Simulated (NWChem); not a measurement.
System: FeF3, sextet; SMILES [F][Fe]([F])[F]

All runs: NWChem. Pople sets run with spherical d functions. Spin-unrestricted. Geometry: optimised at PBE0/def2-SVP, spin-unrestricted. No stability test was run on the SCF state. Total energies compare along this basis series because the functional is fixed.

| level | basis functions | energy (Ha) | highest occupied level (eV) | lowest empty minus highest occupied level, either spin (eV) | <S²> |
|---|---|---|---|---|---|
| UHF/STO-3G | 33 | -1543.1530 | ___ | ___ | 8.76 |
| UHF/3-21G | 54 | -1553.1042 | -15.42 | 15.74 | 8.75 |
| UHF/6-31G* | 76 | -1560.7215 | -16.11 | 16.50 | 8.76 |

**Question.** Fill in the missing entries.

**Answer.** 
- UHF/STO-3G, highest occupied level (eV): -9.47
- UHF/STO-3G, lowest empty minus highest occupied level, either spin (eV): 14.65
